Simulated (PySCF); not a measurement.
C5H7Cl2 (doublet state).
Z-matrix (Å and degrees, GFN2-xTB geometry), rows numbered from 1:
```
Cl
C   1  1.7100
Cl  2  1.7137  1  115.04
C   2  1.4719  1  119.15  3  -150.90
C   4  1.5609  2  118.22  1    55.91
C   5  1.5321  4   89.38  2  -132.74
C   6  1.5349  5   89.71  4    12.23
H   4  1.0907  2  108.44  1  -176.57
H   5  1.0871  4  111.95  2   -18.18
H   5  1.0870  4  115.02  2   107.56
H   6  1.0870  5  115.70  4   130.89
H   6  1.0874  5  112.82  4  -102.58
H   7  1.0866  4  112.10  2    18.69
H   7  1.0868  4  115.25  2  -107.16
```

The hyperfine couplings belong to this conformer and change with its torsions.

The species is `Cl[C](C1CCC1)Cl` [radical].

The calculation used UKS B3LYP, pcH-1 on C Cl H, non-relativistic, mean-field spin-orbit, GIAO (PySCF). The structure is a single GFN2-xTB conformer in the gas phase; no vibrational or solvent corrections. A GFN2-xTB geometry isn't a minimum of the functional, and hyperfine couplings can be far from their values at a DFT geometry. Stability of the SCF solution: not tested.

Task: Break the g tensor into its mass correction, gauge correction and orbital-Zeeman/spin–orbit terms.

Result: 
```
                    Δg (ppt)      1      2      3
relativistic mass correction  -0.20  -0.20  -0.20
            gauge correction   0.00   0.02   0.03
   orbital Zeeman/spin–orbit  -1.13   8.58   9.83
                       total  -1.33   8.40   9.65
```

So g = 2.00099, 2.01072, 2.01197 and g_iso = 2.00789; the tensor is close to axial: the two nearest values differ by 11 % of g3 − g1. Axes: g3 points within 11° of the C2–C4 bond.

Task: Average each term over the three axes. Which is largest in size?

Result: The orbital-Zeeman/spin–orbit term 5.76, the mass correction -0.20 and the gauge correction 0.02 ppt, for a total of 5.57 ppt. The orbital-Zeeman/spin–orbit term is the largest in size. The mass correction is the same along every axis, so the anisotropy comes from the other two: their spans along these axes are 0.03 (gauge) and 10.95 ppt (orbital Zeeman/spin–orbit).

Task: At 94.003 GHz, how far is the centre of the isotropic spectrum from where a free electron (g = 2.002319) resonates?

Result: B = hν/(g μB) with μB/h = 13.99624 MHz/mT gives 3354.26 mT for the free electron and 3344.95 mT at g_iso, 9.31 mT lower.

Task: In a frozen sample, at which fields do the three g values resonate at 9.5, 34, 94 and 263 GHz (hyperfine left aside), and which band first spreads them over more than twice a line width of 0.5 mT?

Result: 
| band | GHz | B(g3) mT | B(g2) mT | B(g1) mT | spread mT |
| --- | --- | --- | --- | --- | --- |
| X | 9.5 | 337.36 | 337.57 | 339.21 | 1.85 |
| Q | 34.0 | 1207.38 | 1208.14 | 1214.01 | 6.63 |
| W | 94.0 | 3338.06 | 3340.14 | 3356.39 | 18.33 |
| J | 263.0 | 9339.47 | 9345.29 | 9390.75 | 51.28 |

The spread grows in proportion to the frequency. X band is the first where it exceeds 1.0 mT.

Largest spin populations (Mulliken): C2 (+0.81), Cl3 (+0.08), C5 (+0.07) and Cl1 (+0.07). C2 is the only atom above +0.15. The angles at C2 add up to 353.2°, so it is slightly pyramidal.

The HOMO–LUMO gaps are 5.81 eV among the α and 6.32 eV among the β orbitals.

Time: 77 s (with the writing of density and orbital grids); peak memory 0.97 GiB. Hardware: Arm Neoverse V2, one thread, on a shared host.
